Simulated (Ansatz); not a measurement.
Compare A (`BC(C)B[SiH3]`) with its isomer B (`BB(C)C[SiH3]`).

Computed with Ansatz on PBE0-D4/def2-TZVP structures; ΔE is electronic, products minus reactants. CCSD(T)/CBS adds triple-zeta CCSD(T) − MP2 to the extrapolated MP2 energy (def2 sets, frozen cores). DFT in def2-TZVPP. B3LYP here is the variant with VWN-RPA as its local correlation; programs differ in this. Each species was taken in one conformer, which may not be the lowest.

Q: Which is lower in electronic energy at CCSD(T)/CBS, and by how much? (An estimate is asked.)

A: Computed: B, by 13.1 kcal/mol.

Q: Give E(B) − E(A) in kcal/mol with HF/def2-TZVPP, PBE-D4, MP2/def2-TZVPP, ωB97M-V, B3LYP-D4, B3LYP, r2SCAN-D4. (Estimate.)

A: Computed: HF/def2-TZVPP -14.3, PBE-D4 -12.6, MP2/def2-TZVPP -13.4, ωB97M-V -13.5, B3LYP-D4 -14.0, B3LYP -13.9, r2SCAN-D4 -14.0. None reverses the order clearly.

Largest T1 diagnostic: 0.013.

In def2-TZVPP, CCSD(T) changes the Hartree–Fock value by +1.5 kcal/mol (the triples alone add +0.4 kcal/mol) and MP2 by +0.9 kcal/mol.
